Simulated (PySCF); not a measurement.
## Electric field gradients and quadrupole coupling constants

Species: C3H8SSi.
Geometry (GFN2-xTB, Å), atoms numbered from 1 in this order:
```
atom  x, y, z in Å
C1     2.201    0.235    0.436
S2     0.963   -1.060    0.738
C3    -0.280   -0.547   -0.456
C4    -1.728   -0.876   -0.094
Si5   -1.375    0.970   -0.139
H6     2.532    0.185   -0.598
H7     3.034    0.040    1.103
H8     1.762    1.207    0.648
H9     0.027   -0.811   -1.462
H10   -2.305   -1.366   -0.867
H11   -1.860   -1.360    0.864
H12   -1.204    1.660    1.123
H13   -1.770    1.722   -1.315
```

Field gradients from the PBE0/pcSseg-1 density (PySCF, non-relativistic), principal values in atomic units, ordered |Vxx| ≤ |Vyy| ≤ |Vzz|:

```json
{"atom": "S2", "Vxx": "0.6603", "Vyy": "2.4534", "Vzz": "-3.1137"}
```

Q: Find the asymmetry η = (Vxx − Vyy)/Vzz and the couplings χ = eQV/h (234.96 MHz × Q in barn × V in au), with Q(33S) = −0.0678 b.

A: 
```tsv
atom	environment	nucleus	η	χzz (MHz)	χxx (MHz)	χyy (MHz)
S2	sulfide sulfur	33S	0.58	49.60	-10.52	-39.08
```

The tensor is traceless: Vxx + Vyy + Vzz = 0.

Q: What is Vzz at S2 in SI units (1 au = 9.71736 × 10²¹ V/m²)?

A: -3.1137 au = -30.257 × 10²¹ V/m².

Q: And the gradient at the other heavy atoms, for which no coupling is worked out here?

A: 
```json
{"atom": "C1", "environment": "S-methyl carbon", "Vzz (au)": "0.255", "η": "0.05"}
{"atom": "C3", "environment": "sp3 carbon bound to sulfur", "Vzz (au)": "0.264", "η": "0.54"}
{"atom": "C4", "environment": "sp3 carbon bound to silicon", "Vzz (au)": "0.131", "η": "0.35"}
{"atom": "Si5", "environment": "SiH2 silicon", "Vzz (au)": "0.190", "η": "0.91"}
```

Q: What couplings would deuterons (Q(2H) = 0.00286 b) have in place of the hydrogens, at this geometry?

A: 
| atom | bonded to | bond length (Å) | Vzz (au) | η | χzz (kHz) |
| --- | --- | --- | --- | --- | --- |
| H6 | C1 | 1.087 | 0.3142 | 0.03 | 211 |
| H7 | C1 | 1.085 | 0.3185 | 0.04 | 214 |
| H8 | C1 | 1.087 | 0.3138 | 0.03 | 211 |
| H9 | C3 | 1.085 | 0.3248 | 0.09 | 218 |
| H10 | C4 | 1.082 | 0.3334 | 0.07 | 224 |
| H11 | C4 | 1.081 | 0.3312 | 0.07 | 223 |
| H12 | Si5 | 1.449 | 0.1754 | 0.05 | 118 |
| H13 | Si5 | 1.450 | 0.1740 | 0.07 | 117 |

Isolated species at its GFN2-xTB geometry (one conformer only). GFN2-xTB bond lengths can be off by several hundredths of an ångström, more for odd bonds, and the gradients follow them. With so small a basis the couplings can be 20 % off.

These values come from a run that also computed NMR shieldings. Hardware: one thread, Intel Xeon at 2.50 GHz (x86_64), shared host with 64 logical CPUs at a one-minute load of 63. Cost: 57 s of wall time (grids of density and orbitals included), 0.66 GiB resident at most.
